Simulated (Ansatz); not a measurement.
C3H8OSi can be A, `CC[Si]OC`, or B, `C=CCO[SiH3]`.

Gas-phase electronic energies from Ansatz, PBE0-D4/def2-TZVP geometries. CBS: MP2 limit from def2 TZ/QZ plus the TZ coupled-cluster correction, frozen cores. DFT in def2-TZVPP. B3LYP here is the variant with VWN-RPA as its local correlation; programs differ in this. One conformer a species, not always the lowest.

A:

Z-matrix (Å, degrees):
```
C
C 1 1.533
H 1 1.093 2 111.7
H 1 1.095 2 111.7 3 119.8
H 1 1.093 2 111.9 3 -120.5
Si 2 1.915 1 110.0 3 -67.2
H 2 1.096 1 109.7 3 175.3
H 2 1.096 1 110.7 3 58.2
O 6 1.646 2 103.5 1 77.3
C 9 1.407 6 134.4 2 3.1
H 10 1.093 9 108.9 6 131.3
H 10 1.093 9 109.5 6 -110.4
H 10 1.093 9 112.4 6 10.6
```

B:

```xyz
13

C     1.066   -1.802   -1.516
C     1.182   -0.786   -0.676
C     0.110   -0.355    0.264
O    -0.113    1.036    0.123
Si   -1.243    1.837    1.008
H     1.882   -2.102   -2.163
H     0.147   -2.377   -1.584
H     2.103   -0.211   -0.628
H     0.416   -0.574    1.298
H    -0.811   -0.919    0.065
H    -0.963    1.709    2.466
H    -2.604    1.287    0.752
H    -1.173    3.256    0.592
```

(1) Which isomer does CCSD(T)/CBS put lower? Give the gap. (Best estimate.)

(2) Give E(B) − E(A) in kJ/mol with r2SCAN-D4, CCSD(T)/def2-SVP, BLYP-D4, B3LYP, B2PLYP, PBE0-D4, HF/def2-TZVPP. (Estimate.)

(3) Does the order hold for the free energy at 298.15 K (harmonic terms from PBE0-D4)? (Estimate.)

Largest T1 diagnostic: 0.013.

## Answers

(1) Computed: B, by 17.6 kJ/mol.

(2) Ansatz gave: r2SCAN-D4 -19.0, CCSD(T)/def2-SVP -19.1, BLYP-D4 -8.3, B3LYP -19.8, B2PLYP -20.3, PBE0-D4 -6.4, HF/def2-TZVPP -51.6. None reverses the order clearly.

(3) The calculation gave: Yes: G(B) − G(A) = -36.1 kJ/mol, for one conformer each. Modes under 60 cm⁻¹, often nearly free rotors, make the harmonic entropy too high.

From PBE to PBE0 (25 % exact exchange), in def2-TZVPP and without D4, E(B) − E(A) moves by −6.4 kJ/mol. In def2-TZVPP, CCSD(T) changes the Hartree–Fock value by +34.8 kJ/mol (the triples alone add +1.7 kJ/mol) and MP2 by +32.7 kJ/mol.
